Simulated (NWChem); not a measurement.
System: C2H9NSi; SMILES CCN[SiH3]

Excerpt of the output:

```
             Northwest Computational Chemistry Package (NWChem) 7.3.0
             --------------------------------------------------------

 C1  symmetry detected

                             Geometry "geometry" -> ""
                             -------------------------

 Output coordinates in angstroms (scale by  1.889725989 to convert to a.u.)

  No.       Tag          Charge          X              Y              Z
 ---- ---------------- ---------- -------------- -------------- --------------
    1 C                    6.0000     0.16932265    -2.37086167    -0.22415488
    2 C                    6.0000    -0.50576788    -1.06908300     0.20556753
    3 N                    7.0000     0.42289467     0.05307084     0.21685985
    4 Si                  14.0000    -0.03118671     1.70767313    -0.09232372
    5 H                    1.0000    -0.55353691    -3.21173208    -0.24353061
    6 H                    1.0000     0.98191581    -2.64738750     0.48088427
    7 H                    1.0000     0.61937576    -2.26492274    -1.23155993
    8 H                    1.0000    -1.32559693    -0.82643158    -0.50646049
    9 H                    1.0000    -1.00591936    -1.22268582     1.19499197
   10 H                    1.0000     1.23669157    -0.10142727     0.81891098
   11 H                    1.0000    -0.93485198     2.36266173     0.93455497
   12 H                    1.0000    -0.76392783     1.76401338    -1.40754684
   13 H                    1.0000     1.24087260     2.50866029    -0.15420718

 Effective nuclear repulsion energy (a.u.)     170.6880159083

  xc_inp: hfexch multiplicative factor not found.

                                 NWChem DFT Module
                                 -----------------

 Summary of "ao basis" -> "ao basis" (spherical)
 ------------------------------------------------------------------------------
       Tag                 Description            Shells   Functions and Types
 ---------------- ------------------------------  ------  ---------------------
 C                          cc-pvdz                  6       14   3s2p1d
 N                          cc-pvdz                  6       14   3s2p1d
 Si                         cc-pvdz                  8       18   4s3p1d
 H                          cc-pvdz                  3        5   2s1p

            General Information
            -------------------
          SCF calculation type: DFT
          Wavefunction type:  closed shell.
          No. of atoms     :    13
          No. of electrons :    42
           Alpha electrons :    21
            Beta electrons :    21
          Charge           :     0
          Spin multiplicity:     1
          Use of symmetry is: off; symmetry adaption is: off
          Maximum number of iterations: 150
          AO basis - number of functions:   105
                     number of shells:    53
          Convergence on energy requested:  1.00D-06
          Convergence on density requested:  1.00D-05
          Convergence on gradient requested:  5.00D-04

              XC Information
              --------------
                     Hartree-Fock (Exact) Exchange  1.000

      Superposition of Atomic Density Guess
      -------------------------------------

 Sum of atomic energies:        -422.96109430

      Non-variational initial energy
      ------------------------------

 Total energy =    -425.219479
 1-e energy   =    -918.388319
 2-e energy   =     322.480825
 HOMO         =      -0.284603
 LUMO         =       0.056681

     ---------------------------------------------
      Total Density - Mulliken Population Analysis
     ---------------------------------------------

    Atom       Charge   Shell Charges
 -----------   ------   -------------------------------------------------------
    1 C    6     6.27   2.00  0.73  0.44  2.03  1.03  0.04
    2 C    6     5.96   2.00  0.71  0.43  1.85  0.87  0.10
    3 N    7     7.67   2.00  0.79  0.72  2.53  1.62  0.02
    4 Si  14    13.50   2.00  2.01  0.75  0.46  6.00  1.25  0.80  0.22
    5 H    1     0.90   0.67  0.20  0.03
    6 H    1     0.90   0.67  0.20  0.03
    7 H    1     0.91   0.67  0.20  0.03
    8 H    1     0.92   0.69  0.21  0.03
    9 H    1     0.93   0.69  0.21  0.03
   10 H    1     0.79   0.61  0.13  0.05
   11 H    1     1.10   0.69  0.40  0.01
   12 H    1     1.07   0.69  0.38  0.01
   13 H    1     1.07   0.69  0.37  0.01

   convergence    iter        energy       DeltaE   RMS-Dens  Diis-err
 ---------------- ----- ----------------- --------- --------- ---------
 d= 0,ls=0.0,diis     1   -424.3144019181 -5.95D+02  3.75D-03  3.17D-01
 d= 0,ls=0.0,diis     2   -424.3625519524 -4.82D-02  1.52D-03  4.65D-02
 d= 0,ls=0.0,diis     3   -424.3684901266 -5.94D-03  5.36D-04  7.52D-03
 d= 0,ls=0.0,diis     4   -424.3695462240 -1.06D-03  9.62D-05  8.49D-05
 d= 0,ls=0.0,diis     5   -424.3695634436 -1.72D-05  3.20D-05  8.26D-06
  Resetting Diis
 d= 0,ls=0.0,diis     6   -424.3695652191 -1.78D-06  9.36D-06  3.56D-07
 d= 0,ls=0.0,diis     7   -424.3695653394 -1.20D-07  2.65D-06  3.13D-08

         Total DFT energy =     -424.369565339421
      One electron energy =     -922.047465445615
           Coulomb energy =      367.564962724000
    Exchange-Corr. energy =      -40.575078526144
 Nuclear repulsion energy =      170.688015908337

 Numeric. integr. density =        0.000000000000

                       DFT Final Molecular Orbital Analysis
                       ------------------------------------

[...]
```

Level: Hartree-Fock/cc-pVDZ. Structure relaxed at the PBE-D3(BJ)/def2-SVP level.

Question: Write an input that gives this output.

Answer: One answer among several that fit: the input that was run:
```
start job
memory heap 200 mb stack 900 mb global 1100 mb
geometry units angstroms noautoz
  C      0.175355    -2.373070    -0.218083
  C     -0.509083    -1.070292     0.193439
  N      0.421320     0.049774     0.233104
  Si    -0.019948     1.705745    -0.087108
  H     -0.548480    -3.212303    -0.259499
  H      0.966500    -2.652231     0.509937
  H      0.654735    -2.266958    -1.211849
  H     -1.307332    -0.824981    -0.541819
  H     -1.038122    -1.223935     1.167717
  H      1.216930    -0.107242     0.858365
  H     -0.951643     2.361547     0.913876
  H     -0.714020     1.765256    -1.423004
  H      1.255128     2.503965    -0.111002
end
basis spherical
  * library cc-pvdz
end
dft
  xc hfexch
  iterations 150
  mulliken
end
task dft energy
```
